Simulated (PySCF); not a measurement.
**Co: electron affinity**

Co⁻ [Ar] 3d8 4s2 (3F) → Co [Ar] 3d7 4s2 (4F), as a difference of total energies. Computed with PySCF 2.14 in aug-cc-pVDZ-DK, with scalar relativity by spin-free X2C-1e. Correlated levels: valence: [Ar] frozen. The calculations carry no spin-orbit coupling.

| method | electron affinity (eV) |
| --- | --- |
| UHF | -2.028 |
| LDA | 1.608 |
| PBE | 1.319 |
| PBE0 | 0.589 |
| r2SCAN | 0.976 |
| B97-3 | 0.549 |
| BP86 | 1.474 |
| MN15 | 1.414 |
| B2PLYP | 0.543 |
| MP2 (valence) | 0.321 |
| SCS-MP2 (valence) | 0.147 |

A first-order spin-orbit estimate (lowest level to lowest level, LS coupling) adds -0.010 eV.

Errors of the correlated levels include the incompleteness of this basis and the frozen core.

A negative affinity means that the anion lies above the atom at that level of theory.

In the anion the highest occupied orbital energy is positive at LDA, PBE, PBE0, r2SCAN, B97-3, BP86, B2PLYP, a self-interaction effect; the basis confines that electron, and the energy difference can still be sensible.

**Question.** Which method comes closest to the reference value, and which is furthest?

**Answer.** The reference is 0.662 eV (measured; photodetachment measurements, as compiled on the Wikipedia data page of electron affinities). Closest: PBE0 (error -0.084 eV); furthest: UHF (error -2.700 eV), both after the spin-orbit estimate.
